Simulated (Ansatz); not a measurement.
Basis sets compared for Be3Se3 (the lowest singlet isomer of a short search). Total charge 0; singlet. Geometry PBE0-D4/def2-SVP. Ansatz on 4 threads of Intel Xeon Platinum 8375C on a shared host; times are rough, and most runs start from earlier orbitals.

```tsv
atom	x (Å)	y (Å)	z (Å)
Be1	0.397	1.340	-0.413
Be2	0.639	-0.627	1.149
Be3	-1.035	-0.712	-0.737
Se4	1.652	1.137	1.176
Se5	-0.634	-2.138	0.659
Se6	-1.019	1.001	-1.834
```

The structure comes from a short search, and lower isomers may exist.

Binding counts from free atoms (Be singlet, Se triplet) in the same basis, without a counterpoise term.

| level | functions | energy (Eh) | HOMO (eV) | LUMO (eV) | binding per atom (eV) | wall time |
| --- | --- | --- | --- | --- | --- | --- |
| PBE-D4/def2-SVP | 123 | -7247.0739 | -6.27 | -3.51 | 3.39 | 1.6 s |
| PBE-D4/def2-TZVP | 201 | -7248.0025 | -6.29 | -3.44 | 3.37 | 3.5 s |
| r2SCANh-D4/def2-TZVP | 201 | -7249.1083 | -6.96 | -2.94 | 3.36 | 12 s |
| PBE0-D4/def2-SVP | 123 | -7247.3231 | -7.35 | -2.85 | 3.33 | 3.5 s |
| PBE0-D4/def2-TZVP | 201 | -7248.2533 | -7.36 | -2.73 | 3.32 | 7 s |

(1) Estimate the rows for PBE-D4/def2-TZVPD, r2SCANh-D4/def2-TZVPD, PBE0-D4/def2-TZVPD.

## Answers

(1) 
```csv
level,functions,energy (Eh),HOMO (eV),LUMO (eV),binding per atom (eV),wall time
PBE-D4/def2-TZVPD,237,-7248.0041,-6.33,-3.46,3.37,4.8 s
r2SCANh-D4/def2-TZVPD,237,-7249.1094,-6.97,-2.96,3.36,12 s
PBE0-D4/def2-TZVPD,237,-7248.2546,-7.38,-2.75,3.32,9.5 s
```
